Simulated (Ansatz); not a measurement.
Start from `[I][GeH]([I])[I]` and change one element to get `[I][SnH]([I])[I]`.

Ansatz, PBE0-D4/def2-TZVP geometries, multiplicity 1. 

Elements past krypton have def2 core potentials. Scalar relativity is left out up to krypton. Spin–orbit coupling is left out; it splits and shifts lone-pair levels of the heavy atoms by tenths of an eV.

```
                                                                                  property  `[I][GeH]([I])[I]`
                                                     HOMO energy (ωB97M-V/def2-TZVPP) / eV               -9.78
                                                      HOMO–LUMO gap (PBE0/def2-TZVPP) / eV                5.01
ideal-gas entropy at 298 K and 1 bar (rigid rotor, harmonic PBE0-D4/def2-TZVP) / J/(mol·K)                 390
                                                     LUMO energy (ωB97M-V/def2-TZVPP) / eV               -0.89
                                                         LUMO energy (PBE/def2-TZVPP) / eV               -3.43
                                            zero-point energy (PBE0-D4/def2-TZVP) / kJ/mol                26.7
```

(1) What does the change do to each property? (An estimate is asked.)

## Answers

(1) Ansatz gave: 
```tsv
property	`[I][SnH]([I])[I]`	shift
HOMO energy (ωB97M-V/def2-TZVPP) / eV	-9.89	-0.11
HOMO–LUMO gap (PBE0/def2-TZVPP) / eV	4.84	-0.17
ideal-gas entropy at 298 K and 1 bar (rigid rotor, harmonic PBE0-D4/def2-TZVP) / J/(mol·K)	405	15
LUMO energy (ωB97M-V/def2-TZVPP) / eV	-1.16	-0.27
LUMO energy (PBE/def2-TZVPP) / eV	-3.67	-0.24
zero-point energy (PBE0-D4/def2-TZVP) / kJ/mol	22.9	-3.8
```

With PBE0 the HOMO falls by 0.09 eV and the LUMO falls by 0.26 eV, so the gap narrows by about 0.17 eV. PBE moves the HOMO by -0.09 eV and ωB97M-V by -0.11 eV. Modes under 60 cm⁻¹, often nearly free rotors, make the harmonic entropy too high.
